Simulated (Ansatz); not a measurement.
Reactions of ClH$_{3}$OSn, SMILES `[OH][SnH2][Cl]`.

Isolated molecules relaxed with PBE0-D4/def2-TZVP in Ansatz; ΔE leaves out vibrations. CCSD(T)/CBS is the MP2 limit (def2-TZVPP, def2-QZVPP) plus CCSD(T) − MP2 in def2-TZVPP, frozen cores. This one scheme is used for every species, atoms too. DFT in def2-TZVPP. Open shells (•) are unrestricted, without spin–orbit coupling. Spin–orbit coupling would lower the free atoms: a little for Cl. def2 core potentials past Kr. Bonds to Sn are less sure, by a few kJ/mol each and by 10 to 20 or more in all where they break to atoms, as the def2 sets lack core-valence functions. One conformer a species, not always the lowest.

| reaction | PBE-D4 (kJ/mol) | PBE0-D4 (kJ/mol) |
| --- | --- | --- |
| `[OH][SnH2][Cl]` + H• → `[OH][SnH][Cl]`• + H₂ | -150 | -136 |
| `[OH][SnH2][Cl]` + H₂ → `[Cl][SnH3]` + H₂O | 6 | -3 |
| `[OH][SnH2][Cl]` → `[OH]`• + `[Cl][SnH2]`• | 392 | 380 |
| `[OH][SnH2][Cl]` → Cl• + `[OH][SnH2]`• | 393 | 394 |
| `[OH][SnH2][Cl]` + Cl• → `[OH][SnH][Cl]`• + HCl | -156 | -138 |
| `[OH][SnH2][Cl]` + `N[SiH3]` → `[OH][SnH2][NH][SiH3]` + HCl | 84 | 86 |
| `[OH][SnH2][Cl]` + NH₃ → `[NH2][SnH2][Cl]` + H₂O | 20 | 18 |
| `[OH][SnH2][Cl]` → H₂ + `[OH][Sn][Cl]` | -39 | -17 |
| `[OH][SnH2][Cl]` + H₂S → `[OH][SnH2][SH]` + HCl | 26 | 28 |

Problem. Give the CCSD(T)/CBS values in the same order. (Best estimate.)

Solution. The calculation gave: -134, 6, 412, 411, -124, 77, 18, -22, 30 kJ/mol.

Largest T1 diagnostic: 0.017, for `[OH][SnH2]`•.
